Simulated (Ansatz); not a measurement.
B8N⁺. Total charge 1; triplet. Geometry PBE0-D4/def2-SVP; atoms count from 1.

Cartesian coordinates in Å:
```
N -0.0937 -2.1994 0.9183
B 0.9292 -1.5705 0.3436
B -1.0514 -1.2779 0.8423
B 1.4172 1.1382 -0.9007
B -1.3026 1.5401 -0.2156
B -1.6226 0.1794 0.4347
B 0.0870 2.0410 -0.8520
B 1.6182 -0.2995 -0.3816
B 0.0187 0.4487 -0.1890
```

At PBE0-D4/def2-TZVP a singlet of charge 1 lies 0.14 eV below the triplet, each at its own geometry. The structure comes from a short search, and lower isomers may exist.

**Question.** Estimate the Mulliken populations from the PBE0/def2-TZVP orbitals of Ansatz.

**Answer.** 
```json
{"atom": "N1", "charge (e)": "0.20", "spin (α − β)": "0.14"}
{"atom": "B2", "charge (e)": "0.09", "spin (α − β)": "0.11"}
{"atom": "B3", "charge (e)": "0.09", "spin (α − β)": "0.11"}
{"atom": "B4", "charge (e)": "0.15", "spin (α − β)": "0.13"}
{"atom": "B5", "charge (e)": "0.15", "spin (α − β)": "0.13"}
{"atom": "B6", "charge (e)": "0.04", "spin (α − β)": "0.41"}
{"atom": "B7", "charge (e)": "0.22", "spin (α − β)": "0.31"}
{"atom": "B8", "charge (e)": "0.04", "spin (α − β)": "0.41"}
{"atom": "B9", "charge (e)": "0.00", "spin (α − β)": "0.25"}
```
Mulliken values depend strongly on the basis.

**Question.** Where does the spin sit?

**Answer.** Summed by element: N 0.14, B 1.86, of 2 unpaired in all. Largest on single atoms: B6 0.41, B8 0.41, B7 0.31.

**Question.** And the Mayer bond orders between heavy atoms (over 0.3)?

**Answer.** N1–B2 1.63 (1.33 Å); N1–B3 1.63 (1.33 Å); B2–B3 0.34 (2.06 Å); B2–B8 1.11 (1.62 Å); B3–B6 1.11 (1.62 Å); B4–B7 1.07 (1.61 Å); B4–B8 1.34 (1.54 Å); B4–B9 0.61 (1.71 Å); B5–B6 1.34 (1.54 Å); B5–B7 1.07 (1.61 Å); B5–B9 0.61 (1.71 Å); B6–B9 0.57 (1.78 Å); B7–B9 0.65 (1.73 Å); B8–B9 0.57 (1.78 Å).
